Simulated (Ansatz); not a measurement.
SnnHm: PBE0-D4/def2-TZVP single points in Ansatz on relaxed structures, gas phase. Each cluster is the lowest isomer that a short search found in that spin, judged at the geometry's level, and lower ones may exist. Core potentials for Sn, no spin–orbit coupling. HOMO and LUMO are taken over both spins. Binding counts from free atoms in the multiplicity of their measured ground term, without zero-point energy. Singlets are spin-restricted. The spins of the ions were chosen, not always searched. A dash marks a value that wasn't run or was left out as unsound. The structures are stationary points that may keep the symmetry of their start. Remarks come from the PBE and PBE0 runs and from stability tests at other levels; not every state was tested. HOMO above LUMO (over both spins in singlets and doublets, within one spin in higher multiplets; at PBE or PBE0), or a gap under 0.15 eV within one spin, warns that the state may not be the lowest or that an electron is smeared out.

| species | atoms | state | geometry | HOMO (eV) | LUMO (eV) | gap (eV) | vertical IE (eV) | binding per atom (eV) | lowest of the spins relaxed | point group (within 0.1 Å) | remarks |
| --- | --- | --- | --- | --- | --- | --- | --- | --- | --- | --- | --- |
| Sn2H | 3 | doublet; oxidised ion triplet | r2SCAN-D4/def2-TZVP | -5.11 | -3.33 | 1.79 | 6.93 | 1.70 | doublet, of doublet/quartet | – | gap within one spin near zero at PBE or PBE0 (quartet) |
| Sn2H3 | 5 | doublet; oxidised ion singlet | PBE0-D4/def2-TZVP | -5.71 | -3.43 | 2.29 | – | 1.95 | doublet, of doublet/quartet | Cs | restricted SCF unstable in HF (+1 singlet) |
| Sn3H2 | 5 | singlet | PBE-D4/def2-SVP | -5.61 | -2.35 | 3.25 | 7.22 | 2.10 | singlet, of singlet/triplet/quintet | C2v | – |
| Sn4H2 | 6 | singlet | PBE0-D4/def2-SVP | -5.66 | -2.56 | 3.11 | – | 2.18 | – | Cs | – |
| Sn5H2 | 7 | singlet | PBE-D4/def2-SVP | -5.57 | -2.39 | 3.17 | – | 2.34 | – | Cs | – |
| Sn4H8 | 12 | singlet | PBE-D4/def2-SVP | -6.20 | -2.28 | 3.92 | 7.70 | 2.25 | singlet, of singlet/triplet | – | – |

**Question.** Estimate the rows for Sn3H4 (singlet, PBE-D4/def2-SVP geometry); Sn3H6 (singlet, PBE0-D4/def2-SVP geometry).

**Answer.** 
```
species  atoms    state          geometry  HOMO (eV)  LUMO (eV)  gap (eV)  vertical IE (eV)  binding per atom (eV)  lowest of the spins relaxed  point group (within 0.1 Å)
  Sn3H4      7  singlet   PBE-D4/def2-SVP      -5.80      -2.44      3.36              7.42                   2.17                            –                         C2v
  Sn3H6      9  singlet  PBE0-D4/def2-SVP      -6.14      -1.85      4.29              7.77                   2.20                            –                           –
```

The gap (eV) runs from 1.79 (Sn2H) to 4.29 (Sn3H6). The vertical IE (eV) runs from 6.93 (Sn2H) to 7.77 (Sn3H6). It doesn't follow size steadily. The binding per atom (eV) runs from 1.70 (Sn2H) to 2.34 (Sn5H2).
